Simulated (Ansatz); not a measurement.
C$_{3}$H$_{4}$Cl$_{2}$OZr, SMILES `C#[C][Zr]([Cl])([Cl])[O]C`, charge 0, multiplicity 1.

Task: Give a relaxed structure at PBE0-D4/def2-TZVP (Ansatz). (Best estimate.)

Result: Ansatz gave: 
```xyz
11

C     0.737    3.119   -0.775
C     0.071    2.138   -0.505
Zr   -1.168    0.415   -0.026
Cl   -2.356    0.815    1.958
Cl   -2.588   -0.072   -1.829
O     0.013   -1.012    0.236
C     0.829   -2.125    0.446
H     1.320    3.981   -1.012
H     0.572   -2.915   -0.264
H     1.876   -1.845    0.306
H     0.693   -2.500    1.464
```
Point group Cs.
This is one stationary point; other conformers may exist.
